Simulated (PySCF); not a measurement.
CH6O2Si3, SMILES O=C1O[SiH2][Si@H]1[SiH3].

Geometry: B3LYP-D3(BJ)/def2-SVP. The structure was generated by enumeration; whether it is a known compound was not checked.

All values below come from PBE/def2-TZVP (PySCF).

Gas-phase values at a fixed geometry.

- total energy = -1060.11237 hartree
- highest occupied level = -6.19 eV
- lowest empty level = -2.15 eV
- orbital gap = 4.05 eV
- dipole moment = 3.70 D
- quadrupole, principal values (traceless, Buckingham form, about the centre of nuclear charge) = -9.36, 3.41, 5.95 D·Å
- mean static polarisability = 106.9 bohr³ (15.84 Å³)
- polarisability, principal values = 87.0, 103.6, 130.1 bohr³
